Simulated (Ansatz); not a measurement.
System: C₃H₁₁NSi, charge 0, multiplicity 1. SMILES: C[Si](C)(C)N
Coordinates optimised at B3LYP-D3(BJ)/def2-TZVP (Ansatz, a first-principles code):
```xyz
16

Si     0.0046    -0.0128     0.0230
C      1.6946     0.3213    -0.7340
C     -0.9779    -1.0880    -1.1561
C     -0.8480     1.6271     0.3322
N      0.0674    -0.8479     1.5408
H      1.6070     0.8484    -1.6879
H      2.2356    -0.6104    -0.9179
H      2.3095     0.9349    -0.0708
H     -1.0513    -0.6230    -2.1421
H     -1.9898    -1.2566    -0.7830
H     -0.5035    -2.0638    -1.2908
H     -1.8590     1.4776     0.7158
H     -0.9156     2.2133    -0.5872
H     -0.2982     2.2277     1.0617
H      0.3927    -0.3722     2.3684
H      0.3233    -1.8227     1.5732
```

Computed values are from Ansatz. Correlated levels leave the core frozen unless marked. Open shells are spin-unrestricted. No spin-orbit coupling. No relativistic terms. CBS marks a two-point X^-3 extrapolation of the correlation energy; Hartree-Fock from the larger set. The bracket is a focal-point correction in the basis named.

**Question.** What is the dipole moment at CCSD(T)/aug-cc-pV(D+d)Z?

**Answer.** 0.69 D.

**Question.** What is the total energy at RI-MP2/CBS(cc-pV(T+d)Z,cc-pV(Q+d)Z)+[CCSD(T)-MP2]/cc-pV(T+d)Z?

**Answer.** -464.6339 Eh.

**Question.** What is the T1 diagnostic at CCSD/cc-pV(T+d)Z?

**Answer.** 0.009.

**Question.** What is the atomisation energy De at RI-MP2/CBS(cc-pV(T+d)Z,cc-pV(Q+d)Z)+[CCSD(T)-MP2]/cc-pV(T+d)Z?

**Answer.** 6004.9 kJ/mol.
